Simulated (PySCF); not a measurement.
SMILES CB(C)C[SiH2]N (GFN2-xTB optimised geometry):

```
18

Si    -1.140    -1.837     1.825
N     -2.121    -0.633     2.568
C     -0.858    -1.287     0.016
B     -0.085     0.062     0.000
C     -0.859     1.443     0.000
C      1.498     0.062     0.000
H      0.161    -2.082     2.476
H     -1.934    -3.070     1.877
H     -1.905     0.337     2.401
H     -2.423    -0.763     3.519
H     -1.841    -1.229    -0.449
H     -0.313    -2.100    -0.463
H     -0.515     2.100     0.799
H     -1.939     1.345     0.085
H     -0.658     1.980    -0.927
H      1.858    -0.076    -1.020
H      1.939     0.988     0.363
H      1.912    -0.761     0.580
```

Calculation: CAM-B3LYP/def2-SVP (PySCF).

What are the frontier orbital energies and the dipole moment?

HOMO-2 -9.86 eV, HOMO-1 -9.58 eV, HOMO -8.50 eV, LUMO 0.86 eV, LUMO+1 2.39 eV; dipole moment 0.88 D.

On the same geometry PBE/def2-SVP (PySCF) gives HOMO-2 -7.00 eV, HOMO-1 -6.86 eV, HOMO -5.61 eV, LUMO -1.25 eV, LUMO+1 0.59 eV; dipole moment 0.91 D.

Meta-Löwdin charges at CAM-B3LYP/def2-SVP: Si1 0.79, N2 -0.69, C3 -0.52, B4 0.26, C5 -0.42, C6 -0.41, H7 -0.16, H8 -0.13, H9 0.21, H10 0.21, H11 0.11, H12 0.11, H13 0.10, H14 0.09, H15 0.12, H16 0.12, H17 0.09, H18 0.10.
